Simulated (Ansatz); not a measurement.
Basis sets compared for the cluster Si₂O₂⁺ (the lowest doublet isomer of a short search). Total charge 1; doublet. Geometry PBE0-D4/def2-TZVP. Ansatz on 4 threads of Arm Neoverse V1 on a shared host; times are rough, and most runs start from earlier orbitals.

```xyz
4

Si   -0.1516    0.6280   -1.0038
Si    0.1516   -0.6280    1.0037
O    -0.2854   -0.9866   -0.5741
O     0.2854    0.9866    0.5741
```

B3LYP takes the VWN-RPA correlation. The structure comes from a short search, and lower isomers may exist.

| level | functions | energy (Eh) | HOMO (eV) | LUMO (eV) | wall time |
| --- | --- | --- | --- | --- | --- |
| PBE-D4/def2-SVP | 64 | -728.4408 | -12.82 | -11.85 | 0.65 s |
| B3LYP-D4/6-31G | 44 | -729.0195 | -14.01 | -11.68 | 0.65 s |
| PBE0-D4/def2-SVP | 64 | -728.4741 | -14.07 | -11.20 | 0.9 s |

Problem. Estimate the rows for PBE-D4/def2-TZVP (with forces), B3LYP-D4/def2-TZVP, PBE0-D4/def2-TZVP.

Solution. 
| level | functions | energy (Eh) | HOMO (eV) | LUMO (eV) | wall time |
| --- | --- | --- | --- | --- | --- |
| PBE-D4/def2-TZVP (with forces) | 136 | -728.8484 | -12.79 | -11.84 | 1.5 s |
| B3LYP-D4/def2-TZVP | 136 | -729.3267 | -13.78 | -11.40 | 1.8 s |
| PBE0-D4/def2-TZVP | 136 | -728.8828 | -14.03 | -11.16 | 1.6 s |
